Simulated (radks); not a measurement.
Values are calculated unless marked as measured or tabulated.
Species: the rubidium ion Rb4+. Configuration: [Ar] 3d10 4s2 4p3 (the NIST ground configuration).

Code: a radial shooting solver on a logarithmic mesh with Libxc functionals. Model: Dirac Kohn-Sham, LDA (Slater exchange, Perdew-Wang correlation), spin-unpolarised, spherical densities, point nucleus; open shells fill j = l - 1/2 first.

Energy parts (eV):
| part | energy |
|---|---|
| total | -80907.857 |
| kinetic | 83193.878 |
| electron-nucleus | -193767.916 |
| Hartree | 32267.567 |
| exchange-correlation | -2601.385 |

Orbitals (lengths in bohr, moments of r in powers of bohr; <r^-3> diverges for s and p1/2; r(90%) holds 90 % of the orbital's charge):
| orbital | occ. | eigenvalue (eV) | <r^-3> | <1/r> | r(90%) | <r^4> |
|---|---|---|---|---|---|---|
| 1s1/2 | 2 | -15058.17 | - | 37.83 | 0.0722 | 0.00001239 |
| 2s1/2 | 2 | -2057.431 | - | 8.491 | 0.275 | 0.002409 |
| 2p1/2 | 2 | -1872.701 | - | 8.469 | 0.249 | 0.001636 |
| 2p3/2 | 4 | -1812.012 | 1564 | 8.157 | 0.255 | 0.001785 |
| 3s1/2 | 2 | -349.1122 | - | 2.822 | 0.759 | 0.1418 |
| 3p1/2 | 2 | -282.8596 | - | 2.714 | 0.779 | 0.1565 |
| 3p3/2 | 4 | -273.6952 | 238.5 | 2.639 | 0.795 | 0.1693 |
| 3d3/2 | 4 | -157.2294 | 31.97 | 2.410 | 0.848 | 0.2261 |
| 3d5/2 | 6 | -155.6660 | 30.81 | 2.390 | 0.854 | 0.2323 |
| 4s1/2 | 2 | -78.6021 | - | 0.9920 | 1.97 | 6.485 |
| 4p1/2 | 2 | -61.4810 | - | 0.8887 | 2.20 | 9.920 |
| 4p3/2 | 1 | -60.2791 | 31.51 | 0.8715 | 2.23 | 10.55 |

The highest occupied level is 4p3/2 at -60.279 eV. The density falls to 0.001 e/bohr^3 at r = 3.02 bohr.
